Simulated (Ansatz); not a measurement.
Consider the redistribution: `C=CN([SiH2]Cl)[SiH2]Cl` + `[SiH3]/C=C/[SiH3]` → `[SiH3]/C=C\[SiH2]Cl` + `C=CN([SiH3])[SiH2]Cl`.

Isolated molecules relaxed with PBE0-D4/def2-TZVP in Ansatz; ΔE leaves out vibrations. CCSD(T)/CBS is the MP2 limit (def2-TZVPP, def2-QZVPP) plus CCSD(T) − MP2 in def2-TZVPP, frozen cores. This one scheme is used for every species. Double bonds are as drawn, so ΔE can hold a change between cis and trans. DFT in def2-TZVPP. B3LYP here is the variant with VWN-RPA as its local correlation; programs differ in this. One conformer a species, not always the lowest.

```csv
level,ΔE (kJ/mol)
B3LYP-D4,24.2
PBE0,25.8
HF/def2-TZVPP,30.3
HF/CBS(def2),30.5
```

**Question.** What does CCSD(T)/CBS give? (Best estimate.)

**Answer.** Ansatz gave: +24.4 kJ/mol. The listed levels differ from it by -0.2, 1.4, 5.9, 6.1 kJ/mol.

Largest T1 diagnostic among the species: 0.012.

The D4 term adds −4.5 kJ/mol with B3LYP and −2.1 kJ/mol with PBE0; it sums over pairs of atoms, weighted by their polarisabilities, and B3LYP, whose exchange is more repulsive, gets the larger term. In def2-TZVPP, CCSD(T) changes the Hartree–Fock value by −4.5 kJ/mol (the triples alone add −0.5 kJ/mol) and MP2 by −5.2 kJ/mol.
